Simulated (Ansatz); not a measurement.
Sn2S4. Charge 0, multiplicity 3. Geometry PBE-D4/def2-SVP; atoms count from 1.

```tsv
atom	x (Å)	y (Å)	z (Å)
Sn1	-1.247	1.440	-0.005
Sn2	1.008	-2.067	-0.766
S3	-0.668	-0.083	2.023
S4	0.795	0.402	-1.644
S5	-1.233	-1.341	0.405
S6	1.346	1.649	-0.014
```

In the def2 sets Sn takes a core potential; there is no spin–orbit coupling. At PBE0-D4/def2-TZVP a singlet of charge 0 lies 1.79 eV below the triplet, each at its own geometry. The structure comes from a short search, and lower isomers may exist.

(1) Estimate the Mulliken populations from the PBE0/def2-TZVP orbitals of Ansatz.

(2) Where does the spin sit?

(3) And the Mayer bond orders between heavy atoms (over 0.3)?

Results:

(1) 
```
atom  charge (e)  spin (α − β)
 Sn1        0.54         -0.09
 Sn2        0.26          0.90
  S3       -0.18          0.40
  S4       -0.21          0.20
  S5       -0.21          0.20
  S6       -0.18          0.39
```
Mulliken values depend strongly on the basis.

(2) Summed by element: Sn 0.81, S 1.19, of 2 unpaired in all. Largest on single atoms: Sn2 0.90, S3 0.40, S6 0.39.

(3) Sn1–S3 0.72 (2.60 Å); Sn1–S4 0.42 (2.82 Å); Sn1–S5 0.42 (2.81 Å); Sn1–S6 0.72 (2.60 Å); Sn2–S4 0.70 (2.63 Å); Sn2–S5 0.69 (2.63 Å); S3–S5 1.15 (2.13 Å); S4–S6 1.15 (2.12 Å).
